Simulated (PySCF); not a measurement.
An unknown is described by computed data only.

Formula: C5H11BS.

* Dipole: 2.05 D [wB97X-D/def2-SVPD]
* 13C NMR: chemical shifts (computed TMS as zero) by class: 57.8 (1 C), 37.5 (1 C), 35.7 (1 C), 29.4 (1 C), 22.1 (1 C) ppm [GIAO KT2/pcSseg-1]
* Polarisability: 92.2 au [wB97X-D/def2-SVPD]
* Rotational structure: rotational constants A, B, C: 4.899, 1.307, 1.099 GHz [PBE0-D3(BJ)/def2-SVP]
* UV, strongest line: among the 10 lowest singlet transitions: S7 at 6.98 eV (178 nm, f = 0.033) [TDDFT wB97X-D/def2-SVPD]
* NMR, other nuclei: isotropic shieldings of nuclei other than C and H, by class: 17 (1 B), 524 (1 S) ppm [GIAO KT2/pcSseg-1]
* Triplet: lowest triplet excitation (Tamm–Dancoff): 4.64 eV [TDA wB97X-D/def2-SVPD]

Gas-phase values; electronic properties from PySCF, density fitting. Levels stand in brackets. One conformer (not necessarily the lowest) at the PBE0-D3(BJ)/def2-SVP geometry, without solvent, vibrations or thermal averaging. Each NMR value is the plain mean over a class of atoms that symmetry, rotation or inversion makes alike.

Q: Propose a structure and show how it fits.

A: Numbering: `[CH3:1][S:2][C@@H:3]1[BH:4][CH2:5][CH2:6][CH2:7]1`. 5 carbons fall into 5 classes; from least to most shielded: ring sp3 carbon bound to sulfur [C3] (57.8 ppm), ring CH2 carbon [C7] (37.5 ppm), ring sp3 carbon bound to boron [C5] (35.7 ppm), ring CH2 carbon [C6] (29.4 ppm), S-methyl carbon [C1] (22.1 ppm). The other shieldings belong to: 17 ppm, three-coordinate boron [B4]; 524 ppm, sulfide sulfur [S2]. The optimised geometry has point group C1 and is an asymmetric top. Structure: `CS[C@@H]1BCCC1`. Computed isomers that give other values at the same levels: `CSBC1CCC1` (smallest rotational constant: 0.993 GHz; this holds for the one conformer computed). The assignments are read from this structure; whether some other isomer fits the data as well wasn't checked. The mirror image fits equally.
